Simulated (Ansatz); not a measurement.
`C[Si](O)[SiH3]`• → `CO[SiH][SiH3]`•  (isomerisation)

Program: Ansatz. Geometries: PBE0-D4/def2-TZVP. ΔE: electronic, gas phase. CBS: MP2 limit from def2 TZ/QZ plus the TZ coupled-cluster correction, frozen cores. Functionals use def2-TZVPP. HSE06 is defined as in plane-wave codes. Open shells (•) are unrestricted, without spin–orbit coupling. One conformer a species, not always the lowest.

```csv
level,ΔE (kJ/mol),difference from CCSD(T)/CBS
PBE-D4,92.9,-2.9
BLYP-D4,85.3,-10.5
PBE0-D4,94.3,-1.5
r2SCAN0-D4,96.3,0.5
HSE06-D4,94.3,-1.5
BHLYP-D4,87.0,-8.8
PBE-QIDH,96.0,0.2
revPBE,91.1,-4.7
r2SCAN0,96.0,0.2
BHLYP,85.3,-10.5
LC-ωPBE,94.4,-1.4
RPA@PBE/def2-TZVPP,82.2,-13.6
HF/def2-QZVPP,78.0,-17.8
MP2/def2-QZVPP,101.4,5.6
SCS-MP2/def2-QZVPP,93.4,-2.4
HF/CBS(def2),78.0,-17.8
CCSD(T)/CBS,95.8,0
```

Largest T1 diagnostic among the species: 0.015.

At CCSD(T), def2-SVP lies −23.1 kJ/mol from the extrapolated value and def2-TZVPP −4.3 kJ/mol. Leaving LDA and LC-ωPBE aside and taking each functional with its dispersion term where it has one, the values spread over 11.0 kJ/mol, from BLYP-D4 to r2SCAN0-D4.

CCSD(T)/CBS has its own doubt, a few kJ/mol and more with outer-core shells, so smaller differences from it don't rank the levels.
